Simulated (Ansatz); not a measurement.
Molecule: NbO, net charge 0, quartet state. The spin state was set by rule; other spins were not relaxed. SMILES: [O]=[Nb]
Coordinates optimised at B3LYP-D3(BJ)/def2-TZVP (Ansatz, a program for electronic structure):
```
Nb
O 1 1.6880
```
Charge 0, spin multiplicity 4.

Quantity: vertical ionisation energy (to the triplet state of charge +1; each state is the SCF solution reached for its spin; the UHF <S^2> is 2.16 for the triplet (pure: 2.00)), in eV. Cores are frozen in the correlated levels unless marked. UHF or UKS for open shells. Spin-orbit coupling is left out. The frozen core is the preceding noble-gas configuration, with the filled d and f shells of earlier blocks. In def2 rows, elements after Kr have scalar-relativistic effective core potentials. Basis-set limits of correlation are two-point, X^-3; Hartree-Fock from the larger set.

```tsv
level	program	vertical ionisation energy (eV)
r2SCAN/def2-TZVPD	Ansatz	7.59
```

Task: Estimate the value at CCSD(T)/CBS(def2-TZVPPD,def2-QZVPPD) as computed with Ansatz.

Result: 7.07 eV
